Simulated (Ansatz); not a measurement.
Isolated molecules relaxed with PBE0-D4/def2-TZVP in Ansatz; ΔE leaves out vibrations. CCSD(T)/CBS is the MP2 limit (def2-TZVPP, def2-QZVPP) plus CCSD(T) − MP2 in def2-TZVPP, frozen cores. This one scheme is used for every species. Each species was taken in one conformer, which may not be the lowest.

Reaction (cleavage of the Si–B bond): `COB([SiH3])Cl` + `N[SiH3]` → `[SiH3]N[SiH3]` + `COBCl`

```csv
level,ΔE (eV)
HF/def2-TZVPP,-0.93
SCS-MP2/def2-QZVPP,-0.83
```

Question: What does CCSD(T)/CBS give? (Best estimate.)

Answer: Computed: -0.73 eV. The listed levels differ from it by -0.20, -0.10 eV.

Largest T1 diagnostic among the species: 0.013.

In def2-TZVPP, CCSD(T) changes the Hartree–Fock value by +0.20 eV (the triples alone add +0.03 eV) and MP2 by +0.14 eV. From PBE to PBE0 (25 % exact exchange), in def2-TZVPP and without D4, ΔE moves by −0.08 eV.
